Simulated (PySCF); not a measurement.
**Electron correlation in Br⁺ (bromine, charge +1)**

[Ar] 3d10 4s2 4p4, high-spin 3P determinant. Calculation: PySCF 2.14, in def2-SVP; the non-relativistic Hamiltonian (point nucleus). Frozen: [Ar] 3d10; 6 electrons correlated.

MP2 pair energies summed by pair of shells (mhartree):

```json
{"pair": "4p-4p", "energy": "-37.64", "share (%)": "48.7"}
{"pair": "4s-4p", "energy": "-33.47", "share (%)": "43.3"}
{"pair": "4s-4s", "energy": "-6.23", "share (%)": "8.0"}
```

Total MP2 correlation energy: -77.34 mhartree.

Same-spin part -19.00 and opposite-spin part -58.34 mhartree; SCS-MP2 scales them by 1/3 and 6/5 to -76.34 mhartree.

```json
{"level": "CCSD", "correlation energy (mhartree)": "-93.73"}
{"level": "(T)", "correlation energy (mhartree)": "-1.15"}
{"level": "CCSD(T)", "correlation energy (mhartree)": "-94.88"}
```

Diagnostics: T1 = 0.0062, D1 = 0.0211, largest double amplitude 0.054.

Task: Is a single reference adequate?

Result: Yes, within this model without spin-orbit coupling: T1 lies below 0.03 and no double amplitude reaches 0.07.
